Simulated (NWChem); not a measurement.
System meant: CH3BrGe, singlet; SMILES [CH3][Ge][Br]

Here is an NWChem input.

```
start job
memory heap 200 mb stack 900 mb global 1100 mb
geometry units angstroms noautoz
  Ge    -0.448308     0.996092     0.000000
  Br     0.022180    -1.337885     0.000000
  C      1.462320     1.616227     0.000000
  H      1.522753     2.723803     0.000000
  H      1.990215     1.218367    -0.892889
  H      1.990215     1.218367     0.892889
end
basis spherical
  * library def2-svp
end
dft
  odft
  mult 2
  xc b3lyp
  iterations 150
  mulliken
end
task dft energy
```

End of the output:

```
                                 NWChem DFT Module
                                 -----------------

 Summary of "ao basis" -> "ao basis" (spherical)
 ------------------------------------------------------------------------------
       Tag                 Description            Shells   Functions and Types
 ---------------- ------------------------------  ------  ---------------------
 Ge                         def2-svp                12       32   5s4p3d
 Br                         def2-svp                12       32   5s4p3d
 C                          def2-svp                 6       14   3s2p1d
 H                          def2-svp                 3        5   2s1p

 Summary of "ao basis" -> "ao basis" (spherical)
 ------------------------------------------------------------------------------
       Tag                 Description            Shells   Functions and Types
 ---------------- ------------------------------  ------  ---------------------
 Ge                         def2-svp                12       32   5s4p3d
 Br                         def2-svp                12       32   5s4p3d
 C                          def2-svp                 6       14   3s2p1d
 H                          def2-svp                 3        5   2s1p

      Symmetry analysis of basis
      --------------------------

        a'         63
        a"         30

  number of electrons :                   76
  multiplicity        :                    2
 ------------------------------------------------------------------------
  no. of electrons and multiplicity not compatible                  76
 ------------------------------------------------------------------------
 ------------------------------------------------------------------------
  current input line :
    21: task dft energy
 ------------------------------------------------------------------------
 ------------------------------------------------------------------------
 There is an error in the input file
 ------------------------------------------------------------------------
 For more information see the NWChem manual at https://nwchemgit.github.io

0: no. of electrons and multiplicity not compatible:Received an Error in Communication
```

Problem. What is wrong, and how is it mended?

Solution. The program refused the input. Cause: the multiplicity doesn't fit the number of electrons (an even count wants an odd multiplicity, and the reverse). This input runs:
```
start job
memory heap 200 mb stack 900 mb global 1100 mb
geometry units angstroms noautoz
  Ge    -0.448308     0.996092     0.000000
  Br     0.022180    -1.337885     0.000000
  C      1.462320     1.616227     0.000000
  H      1.522753     2.723803     0.000000
  H      1.990215     1.218367    -0.892889
  H      1.990215     1.218367     0.892889
end
basis spherical
  * library def2-svp
end
dft
  xc b3lyp
  iterations 150
  mulliken
end
task dft energy
```
It converges to -4690.57299 Ha (B3LYP/def2-SVP).
